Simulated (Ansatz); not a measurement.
`[NH2][GaH][SiH3]`, 9 atoms. Charge 0, multiplicity 1. Correlated methods include outer-core shells of Ga, which these sets cover unevenly. Scalar relativity is left out up to krypton. All runs use 2 threads of an Arm Neoverse V2 on a shared host. Correlated methods freeze the cores.

(1) How many basis functions does each run have, and how long does it take in Ansatz? RHF-CCSD(T)/def2-SVP energy; RKS PBE0-D4/def2-QZVPP energy; RKS ωB97M-V/def2-SVP energy; RKS PBE-QIDH (frozen core)/def2-TZVPP energy; RKS PBE0-D4/def2-TZVP frequencies; RKS r2SCAN-D4/def2-TZVPP energy and forces; direct RPA on PBE orbitals/def2-TZVPP energy; RKS PBE-D4/def2-TZVPP energy and forces; RKS PBE0-D4/def2-TZVP relaxation (14 steps); RHF-MP2/def2-QZVPP energy; RKS ωB97M-V/def2-QZVPP energy; RKS BHLYP-D4/def2-TZVPP energy. (An estimate is asked.)

## Answers

(1) Computed: Other jobs shared the machine, so times are rough.

```json
{"level": "RKS PBE-D4/def2-TZVPP", "job": "energy and forces", "functions": "205", "wall time": "3.1 s", "peak host memory (GiB)": "0.23"}
{"level": "RKS BHLYP-D4/def2-TZVPP", "job": "energy", "functions": "205", "wall time": "3.9 s", "peak host memory (GiB)": "0.46"}
{"level": "RHF-CCSD(T)/def2-SVP", "job": "energy", "functions": "94", "wall time": "4.3 s", "peak host memory (GiB)": "0.39"}
{"level": "RKS r2SCAN-D4/def2-TZVPP", "job": "energy and forces", "functions": "205", "wall time": "6 s", "peak host memory (GiB)": "0.25"}
{"level": "RKS PBE-QIDH (frozen core)/def2-TZVPP", "job": "energy", "functions": "205", "wall time": "6.5 s", "peak host memory (GiB)": "0.43"}
{"level": "direct RPA on PBE orbitals/def2-TZVPP", "job": "energy", "functions": "205", "wall time": "7 s", "peak host memory (GiB)": "0.42"}
{"level": "RKS ωB97M-V/def2-SVP", "job": "energy", "functions": "94", "wall time": "7 s", "peak host memory (GiB)": "0.39"}
{"level": "RKS PBE0-D4/def2-QZVPP", "job": "energy", "functions": "396", "wall time": "10 s", "peak host memory (GiB)": "1.1"}
{"level": "RHF-MP2/def2-QZVPP", "job": "energy", "functions": "396", "wall time": "23 s", "peak host memory (GiB)": "1.8"}
{"level": "RKS ωB97M-V/def2-QZVPP", "job": "energy", "functions": "396", "wall time": "24 s", "peak host memory (GiB)": "1.4"}
{"level": "RKS PBE0-D4/def2-TZVP", "job": "relaxation (14 steps)", "functions": "152", "wall time": "48 s", "peak host memory (GiB)": "0.35"}
{"level": "RKS PBE0-D4/def2-TZVP", "job": "frequencies", "functions": "152", "wall time": "110 s", "peak host memory (GiB)": "0.39"}
```
